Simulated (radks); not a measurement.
The numbers below are computed, except where a source is named.
Task: Valence configurations of Si III (all share [Ne]). Code: a radial shooting solver on a logarithmic mesh with Libxc functionals. Model: scalar-relativistic Kohn-Sham, r2SCAN, spin-polarised, spherical densities, finite nucleus; open shells are filled with parallel spins first; meta-GGA in the generalised Kohn-Sham scheme; Fermi nuclear charge, rms radius 3.1224 fm. Order these by energy: 3s1 3p1; 3s2; 3s0.5 3p1.5; 3s1.5 3p0.5; 3p2.

Result: From the lowest, in eV above it: 3s2 0.000; 3s1.5 3p0.5 3.701; 3s1 3p1 6.139; 3s0.5 3p1.5 10.473; 3p2 14.777. NIST lists [Ne] 3s2 as the ground configuration; this level of theory agrees among the configurations tried. The energies are those of spherical high-spin densities, not of single terms.
